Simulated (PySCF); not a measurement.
# Reading the logs of faulty runs: Al2BH3N cation

All numbers below are calculated, not measured. They come from PySCF 2.14.0, an open-source quantum chemistry program, on an isolated molecule that a program drew, which may never have been made. The molecule is Al2BH3N cation (charge +1, singlet), drawn as the SMILES string `[BH+][N]=[Al][AlH2]`.

Each row is a Hartree-Fock (HF) and frozen-core CCSD(T) single point in the cc-pV(D+d)Z basis, meant for a local HF minimum. Run 1 is clean. Each other run has one planted mistake out of seven kinds, and not every kind appears here: one electron removed, one electron added, multiplicity raised by two, geometry at a saddle point, minimal basis STO-3G, one bond length entered in bohr, all coordinates scaled. The reference is restricted for singlets and unrestricted otherwise, and also for a bond in bohr. Adding or removing an electron swaps singlet and doublet. Electrons count all cores. HOMO and LUMO are orbital energies over both spins, the gradient is its largest component, and the lowest frequency (negative if imaginary) is given only where the gradient is small. Bond lengths are over the 6 bonds as drawn. T1 is the CCSD diagnostic: over 0.02 (restricted) or 0.045 (unrestricted) a single reference is doubtful.

Geometry of the clean run:
```xyz
7
Al2BH3N cation, angstrom
B     0.3769    0.3515    2.0766
N    -0.5582   -0.2400    1.4627
Al   -1.8177   -1.0367    0.6360
Al   -3.8035   -2.2922   -0.6674
H     1.2413    0.8983    2.6442
H    -3.7706   -2.0271   -2.2010
H    -4.7171   -3.1140    0.2882
```

| run | electrons | basis functions | <S^2> | HOMO (eV) | LUMO (eV) | gradient (hartree/bohr) | lowest frequency (cm^-1) | mean bond (Å) | longest bond (Å) | T1 | HF (hartree) | CCSD(T) (hartree) | mistake |
|---|---|---|---|---|---|---|---|---|---|---|---|---|---|
| 1 | 40 | 89 | 0.000 | -15.36 | -4.54 | 1.3e-05 | 80 | 1.6566 | 2.687 | 0.0160 | -564.53748 | -564.91583 | no fault |
| 2 | 40 | 89 | 0.000 | -15.18 | -4.48 | 4.2e-02 | - | 1.7361 | 2.816 | 0.0180 | -564.52253 | -564.90910 | all coordinates scaled |
| 3 | 40 | 31 | 0.000 | -12.96 | 1.71 | 5.2e-02 | - | 1.6566 | 2.687 | 0.0193 | -557.79647 | -558.00139 | minimal basis STO-3G |
| 4 | 40 | 89 | 2.002 | -11.93 | -6.97 | 1.2e-02 | - | 1.6566 | 2.687 | 0.0245 | -564.42001 | -564.78353 | multiplicity raised by two |
| 5 | 41 | 89 | 0.761 | -5.43 | 1.17 | 4.1e-02 | - | 1.6566 | 2.687 | 0.0189 | -564.72011 | -565.12005 | ? |
| 6 | 39 | 89 | 0.768 | -21.30 | -13.60 | 5.5e-02 | - | 1.6566 | 2.687 | 0.0232 | -564.00626 | -564.36062 | ? |

**Which mistake was planted in run 5, and what did it cost?**

It counts 41 electrons, one more than the clean run, at the same geometry and basis. So the mistake is: one electron added. Subtracting run 1 and multiplying by 627.51 kcal/mol a hartree, the energy moved by -114.6 kcal/mol in HF and -128.1 kcal/mol in CCSD(T).

**Which mistake was planted in run 6, and what did it cost?**

It counts 39 electrons, one fewer than the clean run, at the same geometry and basis. So the mistake is: one electron removed. Subtracting run 1 and multiplying by 627.51 kcal/mol a hartree, the energy moved by 333.3 kcal/mol in HF and 348.4 kcal/mol in CCSD(T).

